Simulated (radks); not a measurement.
Removal energies from the platinum ion Pt13+, [Kr] 4d10 4f14 5s2 5p3, by Delta-SCF beside the eigenvalue of the level emptied. Calculated with a radial shooting solver on a logarithmic mesh with Libxc functionals: scalar-relativistic Kohn-Sham, BLYP, spin-polarised, spherical densities, finite nucleus; Fermi nuclear charge, rms radius of each element as measured or else 0.836 A^(1/3) + 0.57 fm. Open shells are filled with parallel spins first.

[
 {"removed from": "5p", "final configuration": "[Kr] 4d10 4f14 5s2 5p2", "Delta-SCF (eV)": "293.62", "-eigenvalue (eV)": "282.57"},
 {"removed from": "4f", "final configuration": "[Kr] 4d10 4f13 5s2 5p3", "Delta-SCF (eV)": "333.51", "-eigenvalue (eV)": "314.83"},
 {"removed from": "5s", "final configuration": "[Kr] 4d10 4f14 5s1 5p3", "Delta-SCF (eV)": "342.60", "-eigenvalue (eV)": "330.81"},
 {"removed from": "4d", "final configuration": "[Kr] 4d9 4f14 5s2 5p3", "Delta-SCF (eV)": "572.11", "-eigenvalue (eV)": "553.20"}
]
